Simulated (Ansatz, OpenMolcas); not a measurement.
## A ladder of methods for WO3 (tungsten trioxide)

The species is WO3 (4 atoms), meant as a singlet with charge 0. As SMILES, `[O]=[W](=[O])=[O]`. Geometry: relaxed at PBE0-D4/def2-TZVP.

Each level gives the vertical energy of the triplet above the singlet (eV). The values are calculated.

```tsv
level	kind	program	value (eV)	CPU time (all runs)
HF/def2-SVPD (core potential)	Hartree–Fock	Ansatz	0.63	45 s
SVWN5/def2-SVPD (core potential)	LDA	OpenMolcas	2.24	83 s
BLYP/def2-SVPD (core potential)	GGA	OpenMolcas	2.03	2.1 min
B3LYP/def2-SVPD (core potential)	global hybrid	Ansatz	2.08	57 s
BHLYP/def2-SVPD (core potential)	global hybrid	Ansatz	1.79	49 s
CAM-B3LYP/def2-SVPD (core potential)	range-separated hybrid	Ansatz	2.07	83 s
MP2/def2-SVPD (core potential)	perturbation theory	Ansatz	3.93	39 s
CCSD/def2-SVPD (core potential)	coupled cluster or CI	Ansatz	2.02	6.6 min
```

Spin-orbit coupling, which can split open shells on such heavy atoms by tenths of an eV, is left out. The values span 0.63 to 3.93 eV. Spin contamination of the reference (⟨S²⟩ at least 0.1 too high) touches HF/def2-SVPD, MP2/def2-SVPD, CCSD/def2-SVPD. CPU times are rough (shared hosts, several kinds of processor): they show what a rung costs within a factor of a few.
